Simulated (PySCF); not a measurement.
First SCF of a structure search on quartet Pt(OH)3, at a hand-made T-shaped (heavy-atom frame) geometry. PySCF input:

```python
from pyscf import gto, scf, dft
mol = gto.M(atom='''
Pt     0.000000     0.000000     0.000000
O      0.000000     0.000000     1.860000
O      1.858900     0.000000     0.064900
O     -1.858900     0.000000     0.064900
H     -0.735400     0.000000     2.477100
H      2.475600    -0.735400     0.086400
H     -2.475600     0.735400     0.086400''',
    basis={'Pt': 'def2-SVP', 'O': 'def2-SVP', 'H': 'def2-SVP'},
    ecp={'Pt': 'def2-SVP'},
    charge=0, spin=3)
mf = dft.UKS(mol, xc='PBE0')
mf.grids.atom_grid = (50, 194)
aux = {'Pt': 'def2-universal-JKFIT', 'O': 'def2-universal-JKFIT', 'H': 'def2-universal-JKFIT'}
mf = mf.density_fit(auxbasis=aux)
mf.conv_tol = 1e-08
mf.diis_space = 10
mf.max_cycle = 60
mf.init_guess = 'minao'
mf.verbose = 4
mf.kernel()
```

Excerpt of the output (cycles alone):

```
init E= -334.902732102726
cycle= 1 E= -345.646211141402  delta_E= -10.7  |g|= 1.03  |ddm|= 5.76
cycle= 2 E= -339.033829897851  delta_E= 6.61  |g|= 3.33  |ddm|=  6.1
cycle= 3 E= -346.076737887962  delta_E= -7.04  |g|= 0.607  |ddm|= 5.76
cycle= 4 E= -346.203850511411  delta_E= -0.127  |g|= 0.354  |ddm|= 0.728
cycle= 5 E= -346.245055124321  delta_E= -0.0412  |g|= 0.121  |ddm|= 0.233
cycle= 6 E= -346.247982984676  delta_E= -0.00293  |g|= 0.0903  |ddm|= 0.109
cycle= 7 E= -346.251011586895  delta_E= -0.00303  |g|= 0.0384  |ddm|= 0.0732
cycle= 8 E= -346.25158943472  delta_E= -0.000578  |g|= 0.0155  |ddm|= 0.0361
cycle= 9 E= -346.251687419524  delta_E= -9.8e-05  |g|= 0.00683  |ddm|= 0.0172
cycle= 10 E= -346.251710833719  delta_E= -2.34e-05  |g|= 0.00168  |ddm|= 0.00816
cycle= 11 E= -346.251713266525  delta_E= -2.43e-06  |g|= 0.000526  |ddm|= 0.00323
cycle= 12 E= -346.251713821919  delta_E= -5.55e-07  |g|= 0.00019  |ddm|= 0.00208
cycle= 13 E= -346.251713935896  delta_E= -1.14e-07  |g|= 9.17e-05  |ddm|= 0.00101
cycle= 14 E= -346.251713985095  delta_E= -4.92e-08  |g|= 5.52e-05  |ddm|= 0.000685
cycle= 15 E= -346.251714024092  delta_E= -3.9e-08  |g|= 4.92e-05  |ddm|= 0.000778
cycle= 16 E= -346.251714049817  delta_E= -2.57e-08  |g|= 2.72e-05  |ddm|= 0.000795
cycle= 17 E= -346.251714058624  delta_E= -8.81e-09  |g|= 1.94e-05  |ddm|= 0.000471
Extra cycle  E= -346.251714059946  delta_E= -1.32e-09  |g|= 3.41e-05  |ddm|= 0.000125
converged SCF energy = -346.251714059946  <S^2> = 3.7616413  2S+1 = 4.0058164
```

No lower solution of this spin was found from smeared starts or by a stability analysis within the unrestricted form.

Open d and f shells are described by one determinant, and the ground state may have another occupation or spin. No spin–orbit coupling is included, which matters more the heavier the element.

The search for the lowest solution, 3 starts and the stability check together, took 46 s on 2 threads of a shared AMD EPYC (Zen 3) host, with 89 basis functions; the process peaked at 0.64 GiB.
